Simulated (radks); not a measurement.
The numbers below are computed, except where a source is named.
Valence configurations of Tm III (all share [Xe]). Code: a radial shooting solver on a logarithmic mesh with Libxc functionals. Model: Dirac Kohn-Sham, PBE, spin-unpolarised, spherical densities, finite nucleus; open shells fill j = l - 1/2 first; Fermi nuclear charge, rms radius 5.2256 fm. Energies are relative to 4f13; eigenvalues in eV.

| valence | E (eV) | e(4f5/2) | e(4f7/2) | e(5d3/2) | e(6p1/2) | e(6s1/2) |
|---|---|---|---|---|---|---|
| 4f13 | 0.000 | -18.173 | -16.975 | - | - | - |
| 4f12.5 6s0.5 | 1.716 | -22.493 | -21.259 | - | - | -16.158 |
| 4f12.5 6p0.5 | 3.873 | -23.066 | -21.832 | - | -12.181 | - |
| 4f12 6s1 | 5.173 | -27.230 | -25.960 | - | - | -17.175 |
| 4f12 5d1 | 5.544 | -24.506 | -23.239 | -15.310 | - | - |
| 4f12 6p1 | 9.730 | -28.359 | -27.088 | - | -13.245 | - |
| 4f11 5d2 | 16.140 | -31.656 | -30.318 | -16.928 | - | - |
| 4f11 6s1 6p1 | 23.108 | -38.815 | -37.472 | - | -14.691 | -19.773 |
| 4f11 6p2 | 28.209 | -39.881 | -38.537 | - | -15.195 | - |
| 4f10 6s2 6p1 | 45.534 | -50.405 | -48.987 | - | -16.050 | -21.646 |

NIST lists [Xe] 4f13 as the ground configuration; this level of theory agrees among the configurations tried. The energies are those of spherical spin-averaged densities, not of single terms.
